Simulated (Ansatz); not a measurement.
Cartesian coordinates in Å:
```
B -0.963 -0.882 0.251
C -0.316 -0.158 -1.074
C 0.578 0.606 -0.132
N -0.183 0.343 1.116
O 1.838 0.123 0.065
F 0.639 1.967 -0.329
H -2.152 -0.806 0.428
H -0.453 -1.924 0.579
H -0.991 0.522 -1.595
H 0.229 -0.753 -1.809
H -0.787 1.123 1.350
H 0.416 0.117 1.902
H 2.145 -0.277 -0.753
```

The species carries charge 0 and has multiplicity 1. The bonds changed during the relaxation, so this is another structure than the one it started from.

List the PBE/def2-TZVPP orbital energies in eV (the Gaussian-basis code of Ansatz). (Estimate.)

Computed: Occupied: -660.20, -511.43, -382.35, -273.70, -268.33, -175.72, -30.75, -27.14, -23.90, -18.64, -16.32, -14.53, -14.04, -12.84, -12.20, -11.65, -10.69, -9.88, -9.33, -8.53, -8.26, -8.00, -6.72, -6.67. Lowest empty: -0.40, 0.25, 0.64, 1.30, 1.71, 2.21, 2.27, 2.85.
